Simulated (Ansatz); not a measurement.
C2H6F2Sn, SMILES `C[CH2][SnH]([F])[F]` at its PBE0-D4/def2-TZVP geometry, where that method's forces vanish. The species carries charge 0 and has multiplicity 1. Sn: def2 effective core potential.

```xyz
11

C     0.1763    1.2881   -0.6917
C    -0.5641   -0.0426   -0.6830
Sn    0.0494   -1.2531    0.9524
F     1.9597   -1.3851    0.8228
F    -0.1906   -0.1777    2.5238
H     1.2551    1.1462   -0.7790
H    -0.1489    1.8995   -1.5375
H    -0.0101    1.8568    0.2212
H    -1.6446    0.0929   -0.5946
H    -0.3806   -0.6169   -1.5941
H    -0.5016   -2.8081    1.3596
```

Task: What forces (eV/Å) does r2SCAN-D4/def2-TZVPP give on these atoms in the Gaussian-basis code of Ansatz? (Estimate.)

Result: Ansatz gave: 
```
C1   0.080  0.104  0.028
C2  -0.093 -0.026 -0.098
Sn3 -0.085 -0.102 -0.035
F4   0.100  0.010  0.000
F5   0.003  0.065  0.077
H6  -0.018  0.002  0.001
H7   0.003 -0.008  0.009
H8   0.003 -0.010 -0.015
H9   0.009 -0.007  0.003
H10 -0.002 -0.001  0.011
H11  0.000 -0.027  0.020
```
